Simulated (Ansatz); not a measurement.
Al2P2⁻: single points at one geometry.

```yaml
crystal:
  periodic: [false, false, false]
  atoms:
    - {symbol: Al, position_ang: [-1.548345, -0.019539, -1.411653]}
    - {symbol: Al, position_ang: [1.155038, -0.348569, 1.713152]}
    - {symbol: P, position_ang: [0.651238, -0.701879, -0.637385]}
    - {symbol: P, position_ang: [-0.257931, 1.069987, 0.335876]}
basis:
  gaussian: {orbitals: def2-TZVPD, initial_orbitals: start.molden}
total_charge: -1
magnetization: {spin_polarized: true, initial_magnetization: 1}
hamiltonian: {xc: {name: B3LYP}, dispersion: d4}
scf: {omitted_lower_state_checks: [starts]}
output: {orbitals: {seedname: orbitals}}
```

The file start.molden holds the orbitals of an earlier run on this structure, at another level or in another basis.

```sh
$ ansatz run in.yaml --threads 2 --pin off --events-out ev --progress --plain --max-ram 4352MiB
```

It prints (some lines left out):

```
Functional definition: B3LYP
1116 factors; their error is unknown
mean field evaluation 1: about -31775.8575 eV, gradient 6.0e0 eV
mean field evaluation 2: about -31775.9268 eV, gradient 8.2e-2 eV
mean field evaluation 4: about -31775.9902 eV, gradient 3.4e-4 eV
mean field -31775.99016067 eV, -1167.7460998648 hartree, gradient 1.7e-5 eV, S^2 0.759427; 0 other end points of the search recorded, 0 dependent functions left out
reference -31775.99037320 eV, -1167.7461076754 hartree; 29, 28 occupied and 143, 144 virtual orbitals, 1116 factors
Total energy: -31776.39266810 eV, -1167.7608917401 hartree
Checks for a lower state left out: starts
```

Run time 16 s (2 threads of AMD EPYC 7R43 on a shared host), peak host memory 0.57 GiB.

The first input with `hamiltonian: {xc: lda}` (abridged; 4.4 s):

```
Functional definition: SPW92
mean field -31649.37248737 eV, -1163.0929861955 hartree, gradient 5.4e-5 eV, S^2 0.752993
Total energy: -31649.37252488 eV, -1163.0929875742 hartree
Checks for a lower state left out: starts
```

As the first input, with `hamiltonian: {xc: pbe0, dispersion: d4}` (abridged; 14 s):

```
Functional definition: PBE0
mean field -31761.04930725 eV, -1167.1970336291 hartree, gradient 4.9e-5 eV, S^2 0.762936
Total energy: -31761.25153925 eV, -1167.2044655180 hartree
Checks for a lower state left out: starts
```

Geometry: B3LYP-D4/def2-TZVPD.

B3LYP takes the VWN-RPA correlation. At LDA (SPW92)/def2-TZVPD the highest occupied level of the charge -1 doublet lies above zero (up to 0.01 eV). It is a level of α spin, whose loss leaves a singlet; that state wasn't run at this geometry and level. The electron is either unbound and held by the finite basis, or the level is raised by self-interaction error. The structure comes from a short search, and lower isomers may exist.
